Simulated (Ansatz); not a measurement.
Total energies of the cluster Au₃ from Ansatz at PBE0-D4/def2-TZVP, gas phase (1 Eh = 27.2114 eV = 2625.5 kJ/mol). The reference geometry is relaxed at PBE0-D4/def2-TZVP.

```xyz
3

Au   -0.1005    1.7279    1.6100
Au    0.7622   -1.7898   -1.3429
Au   -0.6618    0.0619   -0.2670
```

```tsv
state	geometry	energy (Eh)
charge 0 doublet	reference	-407.21976
charge 1 singlet	reference	-406.92313
charge 0 quartet	relaxed at PBE0-D4/def2-TZVP	-407.15160
free Au atom (doublet)	–	-135.70229
```

In the def2 sets Au takes a core potential; there is no spin–orbit coupling.

(1) Work out the vertical ionisation energy to the singlet.

(2) Which of the charge 0 states is lowest, and how far above it are the others?

(3) What is the binding energy per atom against free atoms?

(1) E(charge 1 singlet) − E(charge 0 doublet) = -406.92313 − (-407.21976) = 0.29663 Eh = 8.07 eV. For comparison, −ε of the highest occupied level of the spin that leaves is 6.36 eV at this level, 1.71 eV less.

(2) The doublet. quartet: -407.15160 − (-407.21976) = 0.06816 Eh = 179.0 kJ/mol. The quartet differs in its bonds from the reference.

(3) Atoms: 3 × (-135.70229) = -407.10687 Eh. Binding: -407.10687 − (-407.21976) = 0.11289 Eh = 3.07 eV, or 1.02 eV for each of 3 atoms (no zero-point energy, no counterpoise term).

The restricted singlet is unstable towards broken spin symmetry in Hartree–Fock (as tested in another run); at PBE0-D4/def2-TZVP this wasn't settled. 

The structure comes from a short search, and lower isomers may exist.
